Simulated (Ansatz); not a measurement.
Born–Oppenheimer molecular dynamics of AlH₄OSSi (8 atoms, charge 1, multiplicity 1). It starts from a relaxed structure.

These are results of Ansatz 0.2.0, RKS revPBE-D4/def2-SVP, not measurements.

* ensemble: NVE (velocity Verlet)
* time step: 0.5 fs
* steps asked: 166
* starting velocities drawn for: 1000 K
* masses: H 3.016 u
* seed: 465209

First frame:

```xyz
8
Properties=species:S:1:pos:R:3
Si -0.608 0.430 1.781
O -0.343 0.060 0.263
Al -0.206 -0.369 -1.511
S 1.824 -0.534 -2.253
H -0.730 1.864 2.161
H -0.710 -0.667 2.782
H -1.620 -0.542 -2.177
H 2.392 -0.242 -1.047
```

(1) How far do the bonds stretch over the last three quarters of this one trajectory? (Pairs bonded in most of those frames.)

Results:

(1) 
| bond | mean (Å) | spread (Å) | shortest | longest |
| --- | --- | --- | --- | --- |
| Si1–O2 | 1.594 | 0.057 | 1.50 | 1.68 |
| Si1–H5 | 1.497 | 0.039 | 1.43 | 1.56 |
| Si1–H6 | 1.490 | 0.019 | 1.46 | 1.54 |
| O2–Al3 | 1.836 | 0.091 | 1.71 | 2.00 |
| Al3–S4 | 2.192 | 0.109 | 2.02 | 2.35 |
| Al3–H7 | 1.584 | 0.043 | 1.52 | 1.66 |
| S4–H8 | 1.369 | 0.031 | 1.32 | 1.42 |

Mean temperature of the second half: 502 K. The conserved energy stayed within 0.11 meV per atom of its start (net change 0.071 meV per atom), so the integration is sound. Over the second half the temperature averaged 0.50 of the 1000 K drawn at the start: a run that starts near a minimum puts about half its kinetic energy into the potential. A run of 0.083 ps of so small a system gives no equilibrium averages.

Run time: 6.1 min on 2 threads of Arm Neoverse N1 (shared host), peak memory 0.12 GiB.
